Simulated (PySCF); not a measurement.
## Dipole moment and polarisability of `CN1C=CN(C)P1P`

Species: C₄H₁₀N₂P₂.
Structure used (GFN2-xTB), in Å, numbered top down from 1:
```
atom  x, y, z in Å
C1    -2.5344   -0.6952   -0.1433
N2    -1.0979   -0.6527   -0.1705
C3    -0.3646   -0.9573   -1.3195
C4     0.9433   -0.7748   -1.1414
N5     1.2404   -0.3353    0.1510
C6     2.5690    0.0480    0.5440
P7    -0.1503    0.0793    1.0318
P8    -0.3835    2.3011    0.5339
H9    -2.8937   -1.6137   -0.6118
H10   -2.9767    0.1630   -0.6646
H11   -2.8700   -0.6766    0.8943
H12   -0.8725   -1.3197   -2.1918
H13    1.7405   -0.9547   -1.8362
H14    3.2949   -0.6767    0.1706
H15    2.8350    1.0429    0.1640
H16    2.6245    0.0713    1.6331
H17    0.4166    2.6159    1.6256
H18   -1.5294    2.3415    1.3193
```

Level: CAM-B3LYP/def2-SVPD (PySCF), static field, nuclei fixed, core orbitals frozen in the response. The polarisability tensor in these axes (au):

```
x   125.89  -1.52   1.81
y    -1.52 127.47  12.07
z     1.81  12.07 100.37
```

Problem. Diagonalise the tensor; give its mean and Δα, where Δα² is half the sum of the squared differences of the eigenvalues.

Solution. Principal values 95.61, 125.95 and 132.17 au; mean 117.91 au = 17.47 Å³ = 19.44 × 10⁻⁴⁰ C²·m²/J; Δα = 33.89 au (29 % of the mean).

Problem. What is the dipole moment, and where does it point?

Solution. (0.24, -1.40, -0.47) D, 1.50 D in size, pointing from the negative to the positive side. Measured along this direction, the outermost atoms are H17 and H18 at the negative end and H12 and H13 at the positive end.

Problem. Give the eigenvalues of the traceless quadrupole moment Θ = ½Σq(3rr − r²1), origin at the centre of nuclear charge.

Solution. -13.44, -0.02, 13.46 D·Å. The values depend on the origin, since the dipole doesn't vanish. The electronic extent ⟨r²⟩ about the same centre is 1325 bohr², a root-mean-square distance of 2.18 Å for the 78 electrons.

Problem. How large is μ²/3kT at 500 K beside α?

Solution. In Gaussian units μ²/3kT = 10.83 Å³ against 17.47 Å³, a ratio of 0.62; the Debye molar polarisation (4π/3)N_A(α + μ²/3kT) is 71.4 cm³/mol, leaving out the vibrational part.

Problem. What would n − 1 = 2πNα be for an ideal gas of these molecules at 273.15 K and 1 atm, electronic part alone?

Solution. N = p/kT = 2.6868 × 10¹⁹ cm⁻³, so n − 1 = 2π × N × 17.47 × 10⁻²⁴ cm³ = 2950 × 10⁻⁶ at long wavelengths, for an ideal gas.

Problem. Rayleigh depolarisation ratio (linearly polarised light, static tensor)?

Solution. ρ = 3Δα²/(45ᾱ² + 4Δα²) = 3444.8/(625627 + 4593.1) = 0.00547.

Isolated species at its GFN2-xTB geometry (one conformer only).
